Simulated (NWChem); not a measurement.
System meant: GeH2SO, singlet; SMILES [Ge]([SH])[OH]

NWChem input:

```
start job
memory heap 200 mb stack 900 mb global 1100 mb
geometry units angstroms noautoz
  Ge    -0.442092    -0.551394     0.000000
  O      1.160449    -1.329509     0.000000
  H      1.936469    -0.755360     0.000000
  S      0.266973     1.604811     0.000000
  H     -0.985161     2.111620     0.000000
end
basis spherical
  * library def2-svp
end
dft
  odft
  mult 2
  xc xpbe96 cpbe96
  iterations 150
  mulliken
end
task dft energy
```

End of the output:

```
                                 NWChem DFT Module
                                 -----------------

 Summary of "ao basis" -> "ao basis" (spherical)
 ------------------------------------------------------------------------------
       Tag                 Description            Shells   Functions and Types
 ---------------- ------------------------------  ------  ---------------------
 Ge                         def2-svp                12       32   5s4p3d
 O                          def2-svp                 6       14   3s2p1d
 H                          def2-svp                 3        5   2s1p
 S                          def2-svp                 8       18   4s3p1d

 Summary of "ao basis" -> "ao basis" (spherical)
 ------------------------------------------------------------------------------
       Tag                 Description            Shells   Functions and Types
 ---------------- ------------------------------  ------  ---------------------
 Ge                         def2-svp                12       32   5s4p3d
 O                          def2-svp                 6       14   3s2p1d
 H                          def2-svp                 3        5   2s1p
 S                          def2-svp                 8       18   4s3p1d

      Symmetry analysis of basis
      --------------------------

        a'         53
        a"         21

  number of electrons :                   58
  multiplicity        :                    2
 ------------------------------------------------------------------------
  no. of electrons and multiplicity not compatible                  58
 ------------------------------------------------------------------------
 ------------------------------------------------------------------------
  current input line :
    20: task dft energy
 ------------------------------------------------------------------------
 ------------------------------------------------------------------------
 There is an error in the input file
 ------------------------------------------------------------------------
 For more information see the NWChem manual at https://nwchemgit.github.io

0: no. of electrons and multiplicity not compatible:Received an Error in Communication
```

**Question.** What is wrong, and how is it mended?

**Answer.** The input was rejected before any calculation. Cause: the multiplicity doesn't fit the number of electrons (an even count wants an odd multiplicity, and the reverse). This input runs:
```
start job
memory heap 200 mb stack 900 mb global 1100 mb
geometry units angstroms noautoz
  Ge    -0.442092    -0.551394     0.000000
  O      1.160449    -1.329509     0.000000
  H      1.936469    -0.755360     0.000000
  S      0.266973     1.604811     0.000000
  H     -0.985161     2.111620     0.000000
end
basis spherical
  Ge library def2-svp
  O library def2-svp
  H library def2-svp
  S library def2-svp
end
dft
  xc xpbe96 cpbe96
  iterations 150
  mulliken
end
task dft energy
```
It converges to -2550.66342 Ha (PBE/def2-SVP).
